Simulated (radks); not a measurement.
Problem. These are the eigenvalues of the occupied orbitals of an atom or ion with whole-number occupations (eV). Method: Dirac Kohn-Sham, PBE, spin-unpolarised, spherical densities, point nucleus; computed with a radial shooting solver on a logarithmic mesh with Libxc functionals.

1s1/2: -31666.40
2s1/2: -4904.130
2p1/2: -4598.418
2p3/2: -4323.898
3s1/2: -1022.801
3p1/2: -897.1271
3p3/2: -845.9497
3d3/2: -624.3439
3d5/2: -613.6419
4s1/2: -222.0695
4p1/2: -178.8078
4p3/2: -169.0410
4d3/2: -99.7141
4d5/2: -98.2037
5s1/2: -65.0371

Which element is it, and in what charge state? The configuration may be excited. Open shells, if any, are shared by 2j + 1.

Solution. Z = 52, tellurium, charge +5: Te5+ in [Kr] 4d10 5s1. The list shows which subshells hold electrons but not how many an open one holds; the 1s level, -1163.7 hartree, gives Z - s = 48.2 by -(Z - s)^2/2, which with screening and relativity narrows Z to a few neighbours, and the depths of the outer levels then fix element, charge and occupations together.
